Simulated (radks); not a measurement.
The numbers below are computed, except where a source is named.
Mean orbital radii <r> (bohr) of the rubidium ion Rb3+, [Ar] 3d10 4s2 4p4, at several levels of relativity; Dirac values are averaged over j with weights 2j + 1. Spin-unpolarised spherical Kohn-Sham, PBEsol, point nucleus unless stated (finite: rms radius 4.2036 fm), a radial shooting solver on a logarithmic mesh with Libxc functionals. A level marked "c x" has the speed of light scaled by that factor and shares open shells by 2j + 1; other Dirac levels either fill j = l - 1/2 first or share by 2j + 1.

shell  non-rel.  scalar-rel., finite nucleus  Dirac, 2j+1 shares  Dirac, 2j+1 shares, finite nucleus  change of magnitude, last against first (%)
1s      0.04131                      0.04031             0.04031                             0.04031                                        -2.41
2s       0.1823                       0.1779              0.1776                              0.1776                                        -2.57
2p       0.1570                       0.1551              0.1550                              0.1550                                        -1.23
3s       0.5219                       0.5107              0.5105                              0.5105                                        -2.19
3p       0.5234                       0.5186              0.5184                              0.5184                                        -0.94
3d       0.5222                       0.5239              0.5240                              0.5240                                        +0.33
4s        1.416                        1.391               1.391                               1.391                                        -1.75
4p        1.578                        1.571               1.571                               1.571                                        -0.49
